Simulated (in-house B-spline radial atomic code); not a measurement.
Rb⁺. Computed with a B-spline radial atomic code. Model: non-relativistic spherical atom: semilocal Troullier-Martins pseudo-atom, one channel per l, against all electrons, high spin, G0W0 and RPA with empty states to l = 8, local potential for every l without a channel, a model core (radius 0 = none) keeps its share of the functional.

Without relativity these are model numbers for so heavy an element.

What the tables leave out is listed at the end.

The pseudopotential gives back the lowest level of each angular momentum of its own functional in the configuration it was made in; a second state of the same l is only approximately right. Exact exchange, RPA and GW see the smooth pseudo-orbitals and miss the exchange with the core, for which the functional's share stands in. The column with an uncorrelated core keeps all orbitals and exact exchange, and so separates missing core correlation from pseudisation. Only the three outermost levels and the lowest empty one were computed. RPA here is direct RPA, with no exchange kernel, and its energies carry an (l + 1/2)⁻⁴ tail. A hybrid on a potential with a model core restores only its own semilocal share of the core's exchange.

Command:
```bash
python run_psgw.py task.json out
```
Settings (lengths in bohr, energies in hartree):
```
Z                      37
electrons              36
configuration          [Ar] 3d10 4s2 4p6
generated_in           [Ar] 3d10 4s2 4p6
functional             pbe,pbe
core_shells            4
radius_factor          1.15
core_correction        False
```

Run time, properties included: 52 s on 1 thread of Intel(R) Xeon(R) Platinum 8488C (Sapphire Rapids), on a shared host.

Given: made with PBE; model core radius 0 bohr; local radius 0.662 bohr; mean-field start PBE.

Valence shells of the generating configuration: 3p, 3d, 4s, 4p.

Channel: s 1.481, p 0.517, d 1.348 (radii in bohr).

Computed: largest level miss in the spin-unpolarised generating configuration 0.112 eV; valence RPA correlation energy pseudo -1.6566 hartree; all-electron RPA polarisability, core included 8.5489 bohr³; pseudo-atom RPA polarisability 8.1896 bohr³.

```tsv
level	occupied	mean-field all-electron (eV)	mean-field pseudo minus all (eV)	G0W0 all-electron (eV)	G0W0 uncorrelated core minus all (eV)	G0W0 pseudo minus all (eV)	exchange self-energy all-electron (eV)	exchange self-energy pseudo (eV)
4p	1	-21.65	-0.112	-27.431	0.005	0.107	-24.641	-23.11
5s (empty)	0	-5.9248	-0.029	-3.9569	-0.009	-0.223	-1.4361	-1.5488
```

(1) What is the valence RPA correlation energy all-electron orbitals?

Given: mean-field start PBE0.

Computed: valence RPA correlation energy all-electron orbitals -1.5797 hartree; valence RPA correlation energy pseudo -1.611 hartree; pseudo-atom RPA polarisability 7.5034 bohr³.

```json
{"level": "4p", "occupied": "1", "mean-field all-electron (eV)": "-23.384", "mean-field pseudo minus all (eV)": "-0.015", "G0W0 all-electron (eV)": "-27.611", "G0W0 uncorrelated core minus all (eV)": "0.005", "G0W0 pseudo minus all (eV)": "0.137", "exchange self-energy all-electron (eV)": "-24.595", "exchange self-energy pseudo (eV)": "-23.066"}
{"level": "5s (empty)", "occupied": "0", "mean-field all-electron (eV)": "-5.2928", "mean-field pseudo minus all (eV)": "-0.099", "G0W0 all-electron (eV)": "-4.0155", "G0W0 uncorrelated core minus all (eV)": "-0.008", "G0W0 pseudo minus all (eV)": "-0.195", "exchange self-energy all-electron (eV)": "-1.2219", "exchange self-energy pseudo (eV)": "-1.3936"}
```

(2) What is the all-electron RPA polarisability, core included?

Given: mean-field start Hartree-Fock.

Computed: valence RPA correlation energy pseudo -1.4928 hartree; all-electron RPA polarisability, core included 6.2695 bohr³; pseudo-atom RPA polarisability 6.3309 bohr³.

```json
{"level": "4p", "occupied": "1", "mean-field all-electron (eV)": "-27.445", "mean-field pseudo minus all (eV)": "0.353", "G0W0 all-electron (eV)": "-27.993", "G0W0 uncorrelated core minus all (eV)": "0.005", "G0W0 pseudo minus all (eV)": "0.245", "exchange self-energy all-electron (eV)": "-24.305", "exchange self-energy pseudo (eV)": "-22.785"}
{"level": "4s", "occupied": "1", "mean-field all-electron (eV)": "-46.843", "mean-field pseudo minus all (eV)": "-2.522", "G0W0 all-electron (eV)": "-44.191", "G0W0 uncorrelated core minus all (eV)": "-0.076", "G0W0 pseudo minus all (eV)": "-2.291", "exchange self-energy all-electron (eV)": "-31.789", "exchange self-energy pseudo (eV)": "-33.207"}
{"level": "3d", "occupied": "?", "mean-field all-electron (eV)": "?", "mean-field pseudo minus all (eV)": "?", "G0W0 all-electron (eV)": "?", "G0W0 uncorrelated core minus all (eV)": "?", "G0W0 pseudo minus all (eV)": "?", "exchange self-energy all-electron (eV)": "?", "exchange self-energy pseudo (eV)": "?"}
{"level": "5s (empty)", "occupied": "0", "mean-field all-electron (eV)": "-3.7334", "mean-field pseudo minus all (eV)": "-0.181", "G0W0 all-electron (eV)": "-4.0385", "G0W0 uncorrelated core minus all (eV)": "-0.003", "G0W0 pseudo minus all (eV)": "-0.19", "exchange self-energy all-electron (eV)": "-0.59332", "exchange self-energy pseudo (eV)": "-0.83848"}
```

(3) What belongs in the row 3d?

(4) What is the valence RPA correlation energy all-electron orbitals?

Answers

(1) -1.6365 hartree.

(2) 7.7281 bohr³.

(3) occupied: 1; mean-field all-electron (eV): -134.24; mean-field pseudo minus all (eV): 5.096; G0W0 all-electron (eV): -129.07; G0W0 uncorrelated core minus all (eV): 0.019; G0W0 pseudo minus all (eV): 3.892; exchange self-energy all-electron (eV): -87.944; exchange self-energy pseudo (eV): -69.621.

(4) -1.4381 hartree.

Among the listed levels the largest G0W0 shift of the pseudo-atom is +3.89 eV, for 3d on the Hartree-Fock start, while leaving the core uncorrelated moves that level by +0.02 eV. So pseudisation and the lost core exchange, not the missing core correlation, make the error. Not in the tables (levels of low weight, unsolved or above zero; the highest and the empty levels are kept at any weight): on PBE the G0W0 levels 4s (pseudo minus all -3.64 eV, weights 0.12 and 0.36), 3d (pseudo minus all +2.73 eV, weights 0.71 and 0.66); on PBE0 the G0W0 levels 4s (pseudo minus all -1.68 eV, weights 0.48 and 0.22), 3d (pseudo minus all +3.14 eV, weights 0.81 and 0.72).
